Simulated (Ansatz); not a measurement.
Saddle point of GeNH$_{8}$F, closed shell (GeH₄ + NH₃ + HF → GeH₃F ([F][GeH3]) + NH₃ + H₂; bonds formed: Ge1–F9, H2–H8; bonds broken: Ge1–H2, H8–F9), PBE0-D4/def2-TZVP structure:

```
atom    x (Å)    y (Å)    z (Å)
 Ge1  -0.6100  -0.5162  -0.7067
  H2  -0.1589  -1.3124   0.9394
  H3  -0.7554  -1.9351  -1.3048
  H4  -1.9944  -0.1027  -0.1510
  H5  -0.1812   0.4229  -1.8536
  H6   1.2422   1.1310   0.4429
  N7   0.2432   1.2316   0.5862
  H8   0.7136  -1.2709   0.5299
  F9   1.5094  -0.9446  -0.3239
 H10  -0.0541   2.1453   0.2643
 H11   0.0457   1.1509   1.5772
```

Energies are electronic, without zero-point energy. Barriers and step energies count from the start structure reached by relaxing down the imaginary mode; all methods use the PBE0-D4 structures, on which another method's saddle can fall below an end. Program: Ansatz 0.2.0. Basis: def2-TZVPP, with def2-QZVPP for the basis limit. Cores are frozen in the correlated methods. Filled d shells of the heavier atoms are correlated. The def2 sets are not built for correlating such inner shells, so the correlated values are less sure here. B3LYP uses VWN-RPA correlation. Extrapolation: Hartree–Fock as exp(−7.88 √X), correlation as X^−2.97.

| method | barrier (eV) | step energy (eV) |
| --- | --- | --- |
| SPW92 | ? | 0.443 |
| PBE-D4 | 1.803 | 0.199 |
| BLYP-D4 | 1.915 | 0.063 |
| r2SCAN-D4 | ? | 0.104 |
| B97M-V | 1.958 | 0.056 |
| PBE0-D4 | 1.998 | 0.212 |
| B3LYP-D4 | 2.070 | 0.096 |
| r2SCAN0-D4 | 2.043 | 0.143 |
| BHLYP-D4 | ? | 0.077 |
| CAM-B3LYP-D4 | 2.127 | 0.124 |
| wB97X-V | 2.080 | 0.072 |
| wB97M-V | 2.030 | 0.078 |
| B2PLYP | 2.146 | 0.090 |
| PBE-QIDH | 2.115 | 0.165 |
| RPA on PBE | 2.111 | 0.056 |
| HF | 2.742 | -0.041 |
| MP2 | 2.120 | 0.078 |
| CCSD | 2.272 | 0.102 |
| CCSD(T) | 2.159 | 0.102 |

Q: Fill in the withheld barriers. (Judge from chemistry; the value comes from the calculation.)

A: By the calculation: BHLYP-D4 2.256; r2SCAN-D4 1.882; SPW92 1.579 eV. Each is the energy of the saddle less that of the start structure, by the same method.

For comparison, the barrier by CCSD(T) at an estimated basis limit (MP2 extrapolated from triple and quadruple zeta, plus CCSD(T) − MP2 in triple zeta) is 2.199 eV.

T1 diagnostic: at most 0.013.

Labels in which every atom is bracketed show which atoms are joined, not bond orders.

For scale, one of the runs: CCSD(T)/def2-TZVPP, 222 basis functions, launched by `ansatz run in.yaml --threads 4 --pin off --events-out ev --progress --plain --max-ram 9574MiB`. Time: 95 s of wall clock on 4 CPU threads of an Arm Neoverse V2; the host was shared. Peak host memory: 3.7 GiB.
